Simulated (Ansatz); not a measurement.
Forces away from equilibrium

GeF2 (SMILES [F][Ge][F]), singlet, displaced at random from a GFN2-xTB minimum.

```
3
angstrom
F -0.7408 -1.0289 -0.4962
Ge 0.6434 -0.2677 0.3548
F 0.0106 1.3235 0.0978
```

Computed with Ansatz 0.2.0 (basis: def2-TZVPP); correlated methods freeze the cores. Filled d shells of the heavier atoms are correlated. The def2 sets are not built for correlating such inner shells, so the correlated values are less sure here.

CCSD(T) forces from the calculation:
| atom | Fx | Fy | Fz (eV/Å) |
| --- | --- | --- | --- |
| F1 | 1.074 | 0.232 | 0.636 |
| Ge2 | -1.281 | -0.498 | -0.773 |
| F3 | 0.207 | 0.266 | 0.137 |

**Question.** Which atom feels the largest CCSD(T) force, and how large is it?

**Answer.** Ge2, 1.58 eV/Å, along (-0.81, -0.32, -0.49).

Root-mean-square difference of the force components from those of CCSD(T): PBE0-D4 0.107; wB97M-V 0.147; r2SCAN-D4 0.131; PBE-D4 0.564; B97M-V 0.059; r2SCANh-D4 0.030 eV/Å.

The T1 diagnostic stays at or below 0.016. These are differences at one structure, and CCSD(T) in triple zeta is itself an approximation.

For scale, one of the runs: CCSD(T)/def2-TZVPP forces, 110 basis functions (an equivalent command: `ansatz run in.yaml --threads 4`). Hardware: 4 CPU threads, shared host. Wall time 26 s; peak host memory 0.69 GiB.
